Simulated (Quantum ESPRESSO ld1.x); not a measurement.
Values are calculated unless marked as measured or tabulated.
Question: The table gives one normalised radial function P(r) = r R(r) of La11+ in [Kr] 4d10 (r in bohr). Level of theory: non-relativistic Kohn-Sham, LDA (Slater exchange, VWN5 correlation), spin-polarised, spherical densities, point nucleus; relativity is left out, which matters for an element this heavy (ld1.x of Quantum ESPRESSO 7.5).

r              P
0.001975   0.1065
0.002593   0.1348
0.003376   0.1674
0.004431   0.2061
0.005817   0.2481
0.007574   0.2886
0.009941   0.3230
0.01305    0.3387
0.01713    0.3198
0.0223     0.2505
0.02927    0.1112
0.03842   -0.0966
0.05003   -0.3309
0.06567   -0.5226
0.0862    -0.5377
0.1122    -0.2820
0.1473     0.2287
0.1934     0.7253
0.2518     0.7984
0.3305     0.2232
0.4339    -0.7297
0.5649    -1.3747
0.7415    -1.3301
0.9733    -0.7977
1.267     -0.3074
1.664     -0.0661
2.184     -0.0070
2.843     -0.0003
3.732     0.0000

Which n and l does it have? It may be an empty orbital.

Answer: n = 4, l = 0: the number of nodes gives n - l - 1 = 3, the rise at small r (about r^(l+1)) gives l, and the extent must fit the shell. The curve is that of 4s. 4s: eigenvalue -403.79 eV, 3 radial nodes at r = 0.0342, 0.132, 0.353 bohr, <r> = 0.679 bohr, 90 % of the charge inside 0.972 bohr.
